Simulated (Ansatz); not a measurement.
`Cl[SiH][SeH]`, charge 0, multiplicity 2.

Problem. Give a relaxed structure at PBE0-D4/def2-TZVP (Ansatz 0.2.0). (An estimate is asked.)

Solution. Computed: 
Cartesian coordinates in Å:
```
Cl 1.866 0.030 -1.030
Si 0.170 0.754 -0.109
Se -1.197 -0.868 0.689
H 0.595 1.520 1.096
H -1.434 -1.436 -0.645
```
